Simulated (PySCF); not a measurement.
MH₂ across group 12

Level: PBE0, basis family def2-TZVP, scalar-relativistic core potentials from Rb on and no relativity for lighter atoms.

Each entry is the lowest minimum that a search over a few typed start shapes (and spin states, where more than one is plausible) found, or that minimum re-optimised at the stated level; isomers with ligand–ligand bonds, or fragments after loss of a ligand pair, can lie lower. Open shells are unrestricted; no spin–orbit coupling; PySCF with density fitting.

```tsv
molecule	2S+1	point group	mean bond to the central atom (Å)	gap (eV)	polar-tensor charge of the central atom	distinct angles (°)	highest ω (cm⁻¹)
ZnH₂	1	D∞h	1.545	7.34	0.64	180	1900
CdH₂	1	D∞h	1.678	7.09	0.66	180	1826
HgH₂	1	D∞h	1.649	7.31	0.50	180	2073
```

The bond length does not run in one direction; the largest change, 0.133 Å, falls between ZnH₂ and CdH₂ among the members listed.

The 4d and 5d members differ by only 0.029 Å, the mark of the lanthanide contraction and relativistic shrinkage of 6s.

Spin–orbit coupling can matter for HgH₂.

Left out of the table are members whose search was unfinished or whose lowest solution was spin-contaminated, unstable, very soft or bonded differently.
